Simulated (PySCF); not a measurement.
PySCF input for GeHCl₃, SMILES [GeH]([Cl])([Cl])[Cl], C-PCM-M06-2X/def2-SVP. The structure is a stationary point at r2SCAN-D4/def2-SVP. The isomer is the one that the SMILES or the coordinates give; other isomers of the formula were not compared.

```python
import numpy as np
from pyscf import gto, scf, dft
from pyscf.solvent import pcm

mol = gto.M(
    atom='''
    Ge   -0.00000000    0.00000000    0.43698295
    Cl    1.73669978   -1.00268408   -0.31263058
    Cl   -1.73669978   -1.00268409   -0.31263058
    Cl   -0.00000000    2.00536817   -0.31263058
    H    -0.00000001    0.00000000    1.96070531
    ''',
    basis='def2-SVP',
    charge=0,
    spin=0,
    max_memory=1600,
    verbose=3,
)
mf = dft.RKS(mol, xc='m06-2x').density_fit(auxbasis='def2-universal-jkfit')
mf.grids.level = 4
mf.conv_tol = 1e-9
mf.max_cycle = 100
mf.kernel()
res = {}
for name, eps in {'water': 78.355, 'acetonitrile': 35.688, '1-octanol': 9.8629}.items():
    s = mf.PCM()
    s.with_solvent.method, s.with_solvent.eps, s.with_solvent.lebedev_order = 'C-PCM', eps, 29
    s.kernel(mf.make_rdm1())
    res[name] = (s.e_tot, eps, s.dip_moment(), s.mo_energy, s.converged)
    print(f'{name}: electrostatic solvation free energy {(s.e_tot - mf.e_tot) * 627.509474:.3f} kcal/mol')
```

It prints:

```
converged SCF energy = -3457.6081385419

WARN: PCM is an experimental feature. It is still in testing.
Features and APIs may be changed in the future.

converged SCF energy = -3457.61165094895
Dipole moment(X, Y, Z, Debye):  0.00000, -0.00029,  2.14139
water: electrostatic solvation free energy -2.204 kcal/mol

WARN: PCM is an experimental feature. It is still in testing.
Features and APIs may be changed in the future.

converged SCF energy = -3457.61158598305
Dipole moment(X, Y, Z, Debye):  0.00000, -0.00028,  2.13042
acetonitrile: electrostatic solvation free energy -2.163 kcal/mol

WARN: PCM is an experimental feature. It is still in testing.
Features and APIs may be changed in the future.

converged SCF energy = -3457.61127940284
Dipole moment(X, Y, Z, Debye):  0.00000, -0.00025,  2.07899
1-octanol: electrostatic solvation free energy -1.971 kcal/mol
```

The run converged.

Cost: about 50 core-seconds (a rough figure).
